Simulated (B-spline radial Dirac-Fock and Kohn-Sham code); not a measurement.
**X-ray lines that fill the L1 vacancy in Pt²⁺**

System: Pt²⁺, configuration [Xe] 4f14 5d8, inside a Watson sphere of charge -2 and radius 2 Å (a model of the Madelung potential; inside it an electron's potential energy is raised by 14.4 eV).

Input file task.json (cfg lists n, l and occupation; rrms is the nuclear radius in fm):

```json
{"items": [{
  "Z": 78,
  "q": 2,
  "cfg": [[1, 0, 2], [2, 0, 2], [2, 1, 6], [3, 0, 2], [3, 1, 6], [3, 2, 10], [4, 0, 2], [4, 1, 6], [4, 2, 10], [4, 3, 14], [5, 0, 2], [5, 1, 6], [5, 2, 8]],
  "A": 195,
  "rrms": 5.427,
  "watson": [-2, 2.0],
  "do": ["binding", "quiet", "decay"],
  "holes": ["K", "L1", "L2", "L3", "M1", "M2", "M3", "M4", "M5", "N1", "N2", "N3", "N4", "N5", "N6", "N7"]
}]}
```

Run with: `python xray_run.py task.json out`

Model: independent-particle rates on relativistic LDA orbitals of the hole state (multipoles up to L = 3, Coulomb Auger matrix elements, transition energies from Dirac-Fock). Program: a radial finite-basis atomic code.

```
 line  multipole  energy (eV)  rate (s⁻¹)  share (%)
L1-L2         E1        614.2    3.13e+11     0.0194
L1-L3         E1       2323.6    4.03e+13       2.50
L1-M2         E1      10856.0    5.34e+14       33.1
L1-M3         E1      11236.0    6.30e+14       39.1
L1-M4         E2            –    1.75e+13       1.09
L1-M5         E2            –    2.62e+13       1.62
L1-N2         E1      13272.1    1.34e+14       8.31
L1-N3         E1      13363.0    1.69e+14       10.5
L1-N4         E2            –    2.51e+12      0.156
L1-N5         E2            –    3.95e+12      0.245
L1-O2         E1      13820.0    2.40e+13       1.49
L1-O3         E1      13835.0    2.97e+13       1.84
L1-O4         E2      13887.0    1.97e+11     0.0122
L1-O5         E2      13888.6    3.07e+11     0.0190
```

The listed lines hold 100.0 % of the radiative rate. A dash stands for an energy that rests on an unreliable hole state. The radiative width is 1.06 eV in the length form and 1.07 eV in the velocity form; the two differ because the transition energies are not eigenvalue differences of the potential that gave the orbitals.

Values without a named source are computed, but for edge energies of neutral atoms, which are taken from tables.
